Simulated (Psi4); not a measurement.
CF3O3S, charge -1, singlet, geometry from GFN2-xTB (a gas-phase anion, which may not be bound at this level); MP2/6-31G** in Psi4.

Input for Psi4:
```
memory 2 GB

molecule {
-1 1
O     1.43759940   -0.31893974    1.17113549
S     0.92357543   -0.03591358   -0.15049648
O     1.20167442    1.28840781   -0.66027026
O     1.03510126   -1.11234754   -1.10960410
C    -0.92892797    0.03612172    0.15136868
F    -1.26275110    0.99198614    1.03329425
F    -1.40924817   -1.11942013    0.63811600
F    -1.61673848    0.29420318   -0.97256107
}

set {
  basis 6-31g**
}

energy('mp2')
print_variables()
```

What the program printed (banner, timings and long lists left out):

```
    SCF Algorithm Type (re)set to DF.

   => Loading Basis Set <=

    Name: 6-31G**
    Role: ORBITAL
    Keyword: BASIS

         ---------------------------------------------------------
                                   SCF
               by Justin Turney, Rob Parrish, Andy Simmonett
                          and Daniel G. A. Smith
                              RHF Reference
         ---------------------------------------------------------

  ==> Geometry <==

    Molecular point group: c1
    Full point group: C1

    Geometry (in Angstrom), charge = -1, multiplicity = 1:

       Center              X                  Y                   Z               Mass
    ------------   -----------------  -----------------  -----------------  -----------------
         O            1.466644788405    -0.320069180757     1.166402547573    15.994914619570
         S            0.952620818405    -0.037043020757    -0.155229422427    31.972071174400
         O            1.230719808405     1.287278369243    -0.665003202427    15.994914619570
         O            1.064146648405    -1.113476980757    -1.114337042427    15.994914619570
         C           -0.899882581595     0.034992279243     0.146635737573    12.000000000000
         F           -1.233705711595     0.990856699243     1.028561307573    18.998403162730
         F           -1.380202781595    -1.120549570757     0.633383057573    18.998403162730
         F           -1.587693091595     0.293073739243    -0.977294012427    18.998403162730

  Running in c1 symmetry.

  Rotational constants: A =      0.09165  B =      0.05199  C =      0.05199 [cm^-1]
  Rotational constants: A =   2747.63884  B =   1558.50159  C =   1558.50159 [MHz]
  Nuclear repulsion =  553.212042537799789

  Charge       = -1
  Multiplicity = 1
  Electrons    = 74
  Nalpha       = 37
  Nbeta        = 37

  ==> Algorithm <==

  SCF Algorithm Type is DF.
  DIIS enabled.
  MOM disabled.
  Fractional occupation disabled.
  Guess Type is SAD.
  Energy threshold   = 1.00e-08
  Density threshold  = 1.00e-08
  Integral threshold = 1.00e-12

  ==> Primary Basis <==

  Basis Set: 6-31G**
    Blend: 6-31G**
    Number of shells: 50
    Number of basis functions: 124
    Number of Cartesian functions: 124
    Spherical Harmonics?: false
    Max angular momentum: 2

   => Loading Basis Set <=

    Name: (6-31G** AUX)
    Role: JKFIT
    Keyword: DF_BASIS_SCF

  ==> Integral Setup <==

  SCF_SUBTYPE=INCORE selected. In-core MEM_DF algorithm will be used.
  Using in-core AOs.

  ==> MemDFJK: Density-Fitted J/K Matrices <==

    J tasked:                   Yes
    K tasked:                   Yes
    wK tasked:                   No
    Algorithm:                 Core
    Schwarz Cutoff:           1E-12
    Mask sparsity (%):       2.0031
    Fitting Condition:        1E-10

   => Auxiliary Basis Set <=

  Basis Set: (6-31G** AUX)
    Blend: CC-PVDZ-JKFIT
    Number of shells: 204
    Number of basis functions: 697
    Number of Cartesian functions: 697
    Spherical Harmonics?: false
    Max angular momentum: 3

  Minimum eigenvalue in the overlap matrix is 2.4842877527E-03.
  Reciprocal condition number of the overlap matrix is 3.9141802704E-04.
    Using symmetric orthogonalization.

  ==> Pre-Iterations <==

  SCF Guess: Superposition of Atomic Densities via on-the-fly atomic UHF (no occupation information).

   -------------------------
    Irrep   Nso     Nmo
   -------------------------
     A        124     124
   -------------------------
    Total     124     124
   -------------------------

  ==> Iterations <==

                           Total Energy        Delta E     RMS |[F,P]|

   @DF-RHF iter SAD:  -957.80864263612204   -9.57809e+02   0.00000e+00
   @DF-RHF iter   1:  -957.92373906632292   -1.15096e-01   7.56233e-03 DIIS/ADIIS
   @DF-RHF iter   2:  -958.10390748126247   -1.80168e-01   5.61253e-03 DIIS/ADIIS
   @DF-RHF iter   3:  -958.27088720716267   -1.66980e-01   4.11242e-04 DIIS/ADIIS
[...]
  Energy and wave function converged.

  ==> Post-Iterations <==

    Orbital Energies [Eh]
    ---------------------

    Doubly Occupied:

[...]
      37A     -0.256676

    Virtual:

[...]
    Final Occupation by Irrep:
              A
    DOCC [    37 ]
    NA   [    37 ]
    NB   [    37 ]

  @DF-RHF Final Energy:  -958.27270812224810

   => Energetics <=

    Nuclear Repulsion Energy =            553.2120425377997890
    One-Electron Energy =               -2443.5042734622247735
    Two-Electron Energy =                 932.0195228021768798
    Total Energy =                       -958.2727081222481047

Computation Completed

Properties will be evaluated at   0.000000,   0.000000,   0.000000 [a0]

Properties computed using the SCF density matrix

 Multipole Moments:

 ------------------------------------------------------------------------------------
     Multipole            Electronic (a.u.)      Nuclear  (a.u.)        Total (a.u.)
 ------------------------------------------------------------------------------------

 L = 1.  Multiply by 2.5417464519 to convert [e a0] to [Debye]
 Dipole X            :         -5.6905715            4.0068114           -1.6837601
 Dipole Y            :          0.2212801           -0.1558064            0.0654737
 Dipole Z            :          0.9272778           -0.6529093            0.2743685
 Magnitude           :                                                    1.7072237

 ------------------------------------------------------------------------------------

  //>>>>>>>>>>>>>>>>>>>>>>>>>>>>>>>>>>>//
  //               DFMP2               //
  //<<<<<<<<<<<<<<<<<<<<<<<<<<<<<<<<<<<//

   => Loading Basis Set <=

    Name: (6-31G** AUX)
    Role: RIFIT
    Keyword: DF_BASIS_MP2

	 --------------------------------------------------------
	                          DF-MP2
	      2nd-Order Density-Fitted Moller-Plesset Theory

	        Rob Parrish, Justin Turney, Andy Simmonett,
	           Ed Hohenstein, and C. David Sherrill
	 --------------------------------------------------------

   => Auxiliary Basis Set <=

  Basis Set: (6-31G** AUX)
    Blend: CC-PVDZ-RI
    Number of shells: 150
    Number of basis functions: 468
    Number of Cartesian functions: 552
    Spherical Harmonics?: true
    Max angular momentum: 3

	 --------------------------------------------------------
	                 NBF =   124, NAUX =   468
	 --------------------------------------------------------
	   CLASS    FOCC     OCC    AOCC    AVIR     VIR    FVIR
	   PAIRS       0      37      37      87      87       0
	 --------------------------------------------------------

	-----------------------------------------------------------
	 ==================> DF-MP2 Energies <====================
	-----------------------------------------------------------
	 Reference Energy          =    -958.2727081222481047 [Eh]
	 Singles Energy            =      -0.0000000000000000 [Eh]
	 Same-Spin Energy          =      -0.3886432902848596 [Eh]
	 Opposite-Spin Energy      =      -0.9645202155606322 [Eh]
	 Correlation Energy        =      -1.3531635058454916 [Eh]
	 Total Energy              =    -959.6258716280935914 [Eh]
	-----------------------------------------------------------
	 ================> DF-SCS-MP2 Energies <==================
	-----------------------------------------------------------
	 SCS Same-Spin Scale       =       0.3333333333333333 [-]
	 SCS Opposite-Spin Scale   =       1.2000000000000000 [-]
	 SCS Same-Spin Energy      =      -0.1295477634282865 [Eh]
	 SCS Opposite-Spin Energy  =      -1.1574242586727586 [Eh]
	 SCS Correlation Energy    =      -1.2869720221010450 [Eh]
	 SCS Total Energy          =    -959.5596801443491586 [Eh]
	-----------------------------------------------------------

  Variable Map:
  ----------------------------------------------------------------------------
[...]
  Array Variable Map:
  ----------------------------------------------------------------------------
[...]
[...]
```
